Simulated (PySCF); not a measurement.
C8H12N2.
Numbering: `[cH:1]1[cH:2][n:3][n:4]([CH:5]2[CH2:6][CH2:7][CH2:8][CH2:9]2)[cH:10]1`

Cartesian coordinates in Å at the GFN2-xTB level; atoms count from 1:
```
atom  x, y, z in Å
C1     3.259   -0.445    0.063
C2     2.652    0.154    1.174
N3     1.343    0.212    1.021
N4     1.084   -0.338   -0.162
C5    -0.263   -0.403   -0.669
C6    -0.828    1.008   -0.940
C7    -1.797    1.267    0.210
C8    -2.421   -0.105    0.437
C9    -1.215   -1.040    0.365
C10    2.212   -0.744   -0.777
H11    4.302   -0.629   -0.096
H12    3.111    0.539    2.063
H13   -0.219   -0.988   -1.592
H14   -0.030    1.748   -0.987
H15   -1.362    1.015   -1.891
H16   -1.238    1.565    1.097
H17   -2.529    2.037   -0.026
H18   -2.944   -0.180    1.389
H19   -3.127   -0.332   -0.364
H20   -0.707   -1.054    1.329
H21   -1.488   -2.060    0.097
H22    2.194   -1.209   -1.742
```

NICS is the negative of the GIAO shielding at a point without a nucleus: at the ring centre (0) and 1 Å above and below it (1); zz is the component along the ring normal. Level: GIAO PBE0/pcSseg-1 (PySCF, non-relativistic, gas phase) on the GFN2-xTB geometry, one conformer.

Rings: 1. C1–C2–N3–N4–C10; 2. C5–C6–C7–C8–C9.

```tsv
set	NICS(0)	NICS(1), two faces	NICS(1)zz, two faces
P	-13.6	-12.3 / -11.9	-31.5 / -30.5
Q	-4.8	-4.1 / -2.7	-5.3 / -3.6
```

Problem. Which set (ppm) belongs to which ring?

Solution. P = 1, Q = 2.
- 1 (5-membered ring with 2 N; formal bonds all aromatic): mean NICS(1)zz -31.0 ppm, shielded. For a flat ring without four-coordinate atoms the NICS criterion counts such a value as aromatic.
- 2 (5-membered carbocycle; formal bonds all single): mean NICS(1)zz -4.5 ppm, shielded. C5, C6, C7, C8, C9 have four or more neighbours, so the value isn't read as a sign of a π ring current.

Problem. How do the rings differ in shape?

Solution. 
| ring | bond lengths (Å) | rms pucker (Å) | HOMA | nearest outside atom to a NICS(1) probe (Å) |
| --- | --- | --- | --- | --- |
| 1 | 1.400, 1.319, 1.329, 1.347, 1.376 | 0.00 | 0.97 | hydrogen 2.41 |
| 2 | 1.545, 1.526, 1.524, 1.527, 1.543 | 0.19 | – | hydrogen 1.34 |

HOMA = 1 − mean of α(R − Ropt)² over the ring bonds, with Krygowski's 1993 parameters (CC: Ropt 1.388 Å, α 257.7 Å⁻²; CN: Ropt 1.334 Å, α 93.52 Å⁻²; NN: Ropt 1.309 Å, α 130.33 Å⁻²). A dash marks a ring with a four-coordinate atom, a triple bond, no multiple bond or a kind of bond without parameters.

On one thread, Arm Neoverse V1 (shared host), this took 62 s wall. This is the whole shielding run at PBE0/pcSseg-1, SCF included.
